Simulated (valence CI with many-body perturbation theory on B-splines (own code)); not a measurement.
# Level structure of Ti⁺

Calculated by configuration interaction combined with many-body perturbation theory (CI+MBPT): three valence electrons over a frozen Dirac-Fock core [Ar], a basis of 7 s, 7 p, 8 d, 6 f, 4 g, 1 h functions for each j, with the one-electron correlation potential Σ1 (screened to all orders), the two-electron term Σ2, the three-electron term Σ3, Breit, model QED; selected single and double excitations, second order for the rest, scaled by the run's own slope (own B-spline code, finite nucleus).

Against 52 measured levels this calculation errs by 450 cm⁻¹ on average and by 1295 at most. These come from a selection out of the NIST Handbook of Basic Atomic Spectroscopic Data. Levels without a partner in it may be off by more, other configurations by 1,000 to 4,000 cm⁻¹.

Levels 91 to 135 of 212, with energies above the lowest level, 3d2 4s 4F_3/2. "Leading %" is the weight of the configuration and term that name the level; weights of strongly mixed levels are sums over their largest components and can fall short.

```csv
No.,Configuration,Term,J,E (cm⁻¹),Leading %,Second component,g
91,3d 4s 4p,4P°,1/2,55648,91,,2.668
92,3d 4s 4p,4P°,3/2,55677,91,,1.733
93,3d 4s 4p,4P°,5/2,55758,90,,1.599
94,3d 4s 4p,2F°,5/2,58771,89,,0.857
95,3d 4s 4p,2F°,7/2,58909,89,,1.143
96,3d 4s 4p,2P°,3/2,58960,79,14 % 3d2 4p 2P°,1.335
97,3d 4s 4p,2P°,1/2,59066,76,16 % 3d2 4p 2P°,0.667
98,3d2 5s,4F,3/2,61551,96,,0.399
99,3d2 5s,4F,5/2,61643,95,,1.027
100,3d2 5s,4F,7/2,61780,95,,1.238
101,3d2 5s,4F,9/2,61964,96,,1.334
102,3d2 5s,2F,5/2,62553,95,,0.858
103,3d2 5s,2F,7/2,62830,95,,1.144
104,3d2 4p,2P°,1/2,63821,72,22 % 3d 4s 4p 2P°,0.666
105,3d2 4p,2P°,3/2,63970,75,19 % 3d 4s 4p 2P°,1.334
106,3d2 4d,4G,5/2,64326,92,,0.577
107,3d2 4d,4G,7/2,64417,90,4 % 3d2 4d 4H,0.971
108,3d2 4d,4G,9/2,64533,87,7 % 3d2 4d 4H,1.156
109,3d2 4d,4H,7/2,64627,90,4 % 3d2 4d 4G,0.681
110,3d2 4d,4D,1/2,64657,94,,0.003
111,3d2 4d,4G,11/2,64680,87,7 % 3d2 4d 4H,1.262
112,3d2 4d,4D,3/2,64717,94,,1.201
113,3d2 4d,4H,9/2,64748,88,7 % 3d2 4d 4G,0.985
114,3d2 4d,2F,5/2,64778,46,46 % 3d2 4d 4D,1.107
115,3d2 4d,4D,5/2,64853,48,44 % 3d2 4d 2F,1.115
116,3d2 4d,4H,11/2,64885,87,7 % 3d2 4d 4G,1.144
117,3d2 4d,4D,7/2,64913,67,26 % 3d2 4d 2F,1.346
118,3d2 4d,4H,13/2,65029,95,,1.231
119,3d2 4d,2F,7/2,65063,67,27 % 3d2 4d 4D,1.225
120,3d2 4d,2P,1/2,66016,94,,0.669
121,3d2 4d,2P,3/2,66287,93,,1.337
122,3d2 4d,4P,1/2,66951,94,,2.662
123,3d2 4d,4P,3/2,67062,93,,1.729
124,3d2 4d,2G,7/2,67100,94,,0.889
125,3d2 4d,4P,5/2,67214,93,,1.598
126,3d2 4d,2G,9/2,67314,95,,1.111
127,3d2 4d,2H,9/2,67761,95,,0.909
128,3d2 4d,2D,3/2,67917,93,,0.797
129,3d2 4d,2H,11/2,68013,95,,1.091
130,3d2 4d,2D,5/2,68039,92,,1.202
131,3d2 4d,4F,3/2,68276,93,,0.403
132,3d2 4d,4F,5/2,68352,94,,1.030
133,3d2 4d,4F,7/2,68457,94,,1.238
134,3d2 4d,4F,9/2,68589,94,,1.334
135,3d 4s 4p,2D°,3/2,68692,48,42 % 3d2 5p 2D°,0.799
```

Names give the largest LS component (configuration and term), which can be under half, so a name can repeat, a term be missing and a line seem to break the LS rules; names also repeat where a configuration has a term twice.

Where two levels of one J and parity lie close, their mixing, g and order are uncertain.
